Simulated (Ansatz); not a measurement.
The cluster In₃Sb₂⁺. Total charge 1; singlet. Geometry r2SCAN-D4/def2-SVP; atoms count from 1.

```
atom   x (Å)   y (Å)   z (Å)
 In1  -0.879   2.525  -2.077
 In2   1.583   1.721  -0.076
 In3  -1.081  -3.083   1.217
 Sb4   1.226  -0.852   1.272
 Sb5  -0.849  -0.310  -0.337
```

In the def2 sets In, Sb take a core potential; there is no spin–orbit coupling. The restricted singlet is unstable towards broken spin symmetry at other levels; at PBE0-D4/def2-TZVP this wasn't settled. The geometry of the singlet was relaxed on an unsound state (restricted singlet, unstable towards broken spin symmetry at other levels and untested here). The structure comes from a short search, and lower isomers may exist.

(1) Estimate the Mulliken populations from the PBE0/def2-TZVP orbitals of Ansatz.

(2) And the Mayer bond orders between bonded heavy atoms (over 0.3)?

Results:

(1) 
```csv
atom,charge (e)
In1,0.45
In2,0.27
In3,0.43
Sb4,-0.06
Sb5,-0.10
```
Mulliken values and Mayer orders depend strongly on the basis.

(2) In1–In2 0.32 (3.27 Å); In1–Sb5 0.42 (3.33 Å); In2–Sb4 0.71 (2.93 Å); In2–Sb5 0.47 (3.18 Å); In3–Sb4 0.40 (3.21 Å); In3–Sb5 0.42 (3.19 Å); Sb4–Sb5 1.74 (2.68 Å).
